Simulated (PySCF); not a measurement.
CH₄ClNOSi₂, SMILES C1=N[Si@@]([SiH2]1)(O)Cl.

Geometry: TPSSh-D3(BJ)/def2-SVP. The structure was generated by enumeration; whether it is a known compound was not checked. One conformer was computed; it need not be the lowest.

Two levels are set side by side: PBE/def2-TZVP (PySCF) and HF/def2-TZVP (PySCF). Same geometry, gas phase. Differences are taken from unrounded values.

```json
[
 {"quantity": "orbital gap (eV)", "PBE": "3.19"},
 {"quantity": "highest occupied level (eV)", "PBE": "-5.75"},
 {"quantity": "lowest empty level (eV)", "PBE": "-2.56"},
 {"quantity": "dipole moment (D)", "PBE": "1.09"},
 {"quantity": "mean polarisability (bohr³)", "PBE": "86.0"}
]
```

### Question
These are the PBE values. What does HF give? (The exact figures need the calculation; the answer reports its results.)

### Answer

```tsv
quantity	HF	PBE minus HF
orbital gap (eV)	12.96	-9.78
highest occupied level (eV)	-10.38	4.63
lowest empty level (eV)	2.58	-5.14
dipole moment (D)	1.69	-0.60
mean polarisability (bohr³)	76.0	10.0
```

PBE's occupied levels lie high since its potential decays too fast outside the molecule; exact exchange lowers them and widens the gap. PBE's more diffuse valence density responds more strongly to a field. Differences between two approximate levels are no errors against the true value.

Rough cost on one machine, each run with all the roots and properties that it gave: HF against PBE about 1/3.
